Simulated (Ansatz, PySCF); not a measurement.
Reaction R1 → P1 + P2, each structure at its B3LYP-D3(BJ)/def2-TZVP stationary point, reached from a drawn start (curvature not checked).
R1, Cl2OZr (SMILES [O]=[Zr]([Cl])[Cl]) (charge 0, multiplicity 1):
```xyz
4

Zr     0.11532    -0.00155    -0.33161
O      1.79859    -0.00737     0.09803
Cl    -0.94808     2.09080     0.11019
Cl    -0.96593    -2.08188     0.12339
```
P1, ClOZr (SMILES [O]=[Zr][Cl]) (charge 0, multiplicity 2):
```xyz
3

Zr     0.193     0.006    -0.781
O      1.588    -0.006     0.252
Cl    -1.781     0.001     0.529
```
P2: Cl atom, charge 0, multiplicity 2.

P less R. No zero-point or thermal terms; singlets are restricted closed shells; open shells are unrestricted; no spin–orbit coupling. The spin states of the d-block species are the ones drawn and need not be the lowest.

Cores are frozen in the correlated methods.

Run with Ansatz (a quantum-chemistry and plane-wave program) with Gaussian orbitals; PySCF for M06-2X. Each number belongs to the level named beside it. Elements past Kr take the def2 small-core potentials, without spin–orbit coupling.

| level | reaction energy (kJ/mol) |
|---|---|
| HF/def2-QZVPP | 399.4 |
| r2SCAN/def2-TZVPP | 492.0 |
| M06-2X/def2-TZVPP | 481.0 |
| CAM-B3LYP/def2-TZVPP | 480.2 |
| B2PLYP/def2-TZVPP | 485.0 |
| MP2/def2-SVP | 496.7 |
| SCS-MP2/def2-TZVPP | 505.3 |
| CCSD(T)/def2-TZVPP | (withheld) |
| CCSD(T)/def2-QZVPP | (withheld) |

Some entries are withheld; supply them.


- CCSD(T)/def2-TZVPP, reaction energy (kJ/mol): 491.0
- CCSD(T)/def2-QZVPP, reaction energy (kJ/mol): 501.6
